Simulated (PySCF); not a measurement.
C₂H₃N₃. Atoms are numbered in the order given.

```xyz
8

C      0.0210     1.1189     0.0000
N      1.1594     0.3700     0.0000
C      0.6946    -0.8663     0.0000
N     -0.6594    -0.8427     0.0000
N     -1.1112     0.4268     0.0000
H      0.0229     2.2077     0.0000
H      1.2785    -1.7855     0.0000
H     -1.3173    -1.6161     0.0000
```
Charge 0, spin multiplicity 1.

Coordinates come from a TPSSh-D3(BJ)/def2-SVP optimisation.

Method: TDDFT-PBE/def2-SVPD (PySCF).

Vertical excitations. The molecule is in vacuum. State labels are in the subgroup Cs.

```json
[
 {"state": "S1", "symmetry": "A\"", "energy (eV)": "5.58", "λ (nm)": "222", "f": "0.003", "main pairs": "HOMO→LUMO 99 %"},
 {"state": "S2", "symmetry": "A'", "energy (eV)": "6.53", "λ (nm)": "190", "f": "0.012", "main pairs": "HOMO→LUMO+1 96 %"},
 {"state": "S3", "symmetry": "A\"", "energy (eV)": "6.72", "λ (nm)": "184", "f": "0.002", "main pairs": "HOMO→LUMO+2 66 %, HOMO−3→LUMO 32 %"},
 {"state": "S4", "symmetry": "A\"", "energy (eV)": "6.75", "λ (nm)": "184", "f": "0.003", "main pairs": "HOMO−1→LUMO+1 100 %"},
 {"state": "S5", "symmetry": "A'", "energy (eV)": "6.82", "λ (nm)": "182", "f": "0.059", "main pairs": "HOMO−1→LUMO 52 %, HOMO−1→LUMO+2 21 %, HOMO−2→LUMO 17 %"},
 {"state": "S6", "symmetry": "A\"", "energy (eV)": "7.19", "λ (nm)": "172", "f": "0.000", "main pairs": "HOMO−3→LUMO 66 %, HOMO→LUMO+2 33 %"},
 {"state": "S7", "symmetry": "A'", "energy (eV)": "7.28", "λ (nm)": "170", "f": "0.046", "main pairs": "HOMO−2→LUMO 41 %, HOMO−1→LUMO 33 %, HOMO−1→LUMO+2 16 %"},
 {"state": "S8", "symmetry": "A\"", "energy (eV)": "7.57", "λ (nm)": "164", "f": "0.000", "main pairs": "HOMO−2→LUMO+1 99 %"},
 {"state": "S9", "symmetry": "A'", "energy (eV)": "7.64", "λ (nm)": "162", "f": "0.010", "main pairs": "HOMO→LUMO+3 93 %"},
 {"state": "S10", "symmetry": "A'", "energy (eV)": "7.84", "λ (nm)": "158", "f": "0.006", "main pairs": "HOMO−3→LUMO+1 97 %"},
 {"state": "T1", "symmetry": "A'", "energy (eV)": "4.89", "λ (nm)": "253", "f": "0", "main pairs": "HOMO−1→LUMO 97 %"},
 {"state": "T2", "symmetry": "A\"", "energy (eV)": "5.23", "λ (nm)": "237", "f": "0", "main pairs": "HOMO→LUMO 99 %"},
 {"state": "T3", "symmetry": "A'", "energy (eV)": "5.93", "λ (nm)": "209", "f": "0", "main pairs": "HOMO−2→LUMO 93 %"},
 {"state": "T4", "symmetry": "A\"", "energy (eV)": "6.08", "λ (nm)": "204", "f": "0", "main pairs": "HOMO→LUMO+2 81 %, HOMO−3→LUMO 19 %"}
]
```
Triplets are in the Tamm–Dancoff approximation, which puts them higher than full response would, so one can lie above its singlet here.
